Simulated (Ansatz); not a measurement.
Basis sets compared for Ga(NH3)2H3 (GaN2H9). Total charge 0; singlet. Geometry PBE-D4/def2-SVP. Ansatz on 2 threads of Arm Neoverse V1 on a shared host; times are rough, and most runs start from earlier orbitals.

```xyz
12

Ga   -0.0001    0.0000    0.0000
N     0.9741   -1.7539   -1.2332
H     0.5197   -1.8698   -2.1478
H     0.8981   -2.6512   -0.7377
H     1.9727   -1.5836   -1.4069
N    -0.9740    1.7539    1.2332
H    -1.7347    2.2059    0.7103
H    -0.2854    2.4817    1.4625
H    -1.3701    1.4170    2.1198
H     1.0055   -0.2924    1.2100
H    -1.4159   -0.7432   -0.0613
H     0.4102    1.0358   -1.1488
```

Binding counts from free atoms (Ga doublet, N quartet, H doublet) in the same basis, without a counterpoise term.

| level | functions | energy (Eh) | HOMO (eV) | LUMO (eV) | binding per atom (eV) | wall time |
| --- | --- | --- | --- | --- | --- | --- |
| PBE-D4/def2-SVP | 105 | -2039.0004 | -5.48 | 0.20 | 2.97 | 1.4 s |
| PBE-D4/def2-TZVP | 164 | -2039.3854 | -5.66 | -0.34 | 2.97 | 2.2 s |
| r2SCAN-D4/def2-TZVP | 164 | -2039.7485 | -5.97 | 0.37 | 2.94 | 4.1 s |
| PBE0-D4/def2-SVP | 105 | -2039.0601 | -6.76 | 1.08 | 2.93 | 1.9 s |
| PBE0-D4/def2-TZVP | 164 | -2039.4393 | -6.90 | 0.48 | 2.93 | 2.9 s |

**Question.** Estimate the rows for PBE-D4/def2-TZVPD, r2SCAN-D4/def2-TZVPD, PBE0-D4/def2-TZVPD.

**Answer.** 
```json
{"level": "PBE-D4/def2-TZVPD", "functions": "209", "energy (Eh)": "-2039.3876", "HOMO (eV)": "-5.73", "LUMO (eV)": "-0.74", "binding per atom (eV)": "2.97", "wall time": "3.1 s"}
{"level": "r2SCAN-D4/def2-TZVPD", "functions": "209", "energy (Eh)": "-2039.7501", "HOMO (eV)": "-6.02", "LUMO (eV)": "-0.02", "binding per atom (eV)": "2.95", "wall time": "6.5 s"}
{"level": "PBE0-D4/def2-TZVPD", "functions": "209", "energy (Eh)": "-2039.4410", "HOMO (eV)": "-6.95", "LUMO (eV)": "-0.02", "binding per atom (eV)": "2.93", "wall time": "4.3 s"}
```
